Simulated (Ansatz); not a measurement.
A trace of molecular dynamics of C₂H₅OSi (9 atoms, charge 1, multiplicity 1).

All numbers below come from UKS PBE0-D4/def2-SVP (Ansatz).

```yaml
ensemble: NVT, Nosé–Hoover chain
set_temperature: 2000 K
thermostat: time constant 100 fs, chain length 3 (defaults)
seed: 968746
```

| time (fs) | T (K) | potential energy less start (eV) | conserved less start (meV/atom) |
| --- | --- | --- | --- |
| 0 | 2000 | 0.000 | 0.00 |
| 8 | 230892 | 24.430 | 26987.76 |
| 16 | 437846 | 26.806 | 107838.37 |
| 24 | 243298 | 20.273 | 148703.11 |
| 32 | 69582 | 23.994 | 148688.95 |
| 40 | 27269 | 23.222 | 148591.22 |
| 48 | 13299 | 22.617 | 148600.17 |
| 56 | 8416 | 20.117 | 148510.72 |
| 64 | 7088 | 16.968 | 148470.51 |
| 72 | 5476 | 18.586 | 148764.87 |
| 80 | 10092 | 19.666 | 149863.26 |
| 88 | 6778 | 18.964 | 149850.94 |
| 96 | 4783 | 18.178 | 149827.45 |
| 104 | 3358 | 17.937 | 149830.12 |
| 112 | 2659 | 17.552 | 149834.20 |
| 120 | 2211 | 18.764 | 150010.45 |
| 128 | 1248 | 18.784 | 149981.67 |
| 136 | 1457 | 18.714 | 150043.61 |
| 144 | 886 | 17.552 | 149888.87 |
| 152 | 547 | 17.889 | 149912.66 |
| 160 | 787 | 16.932 | 149911.40 |

**Question.** Can this run be trusted? Judge the integration.

**Answer.** The conserved energy changed by up to 150000 meV per atom, so the integration failed: the time step of 4 fs is too long for the fastest motions that this run met, and the later frames carry no physical meaning.

The run took 13 min on 2 threads of Arm Neoverse N1 (shared host), peak memory 0.27 GiB.
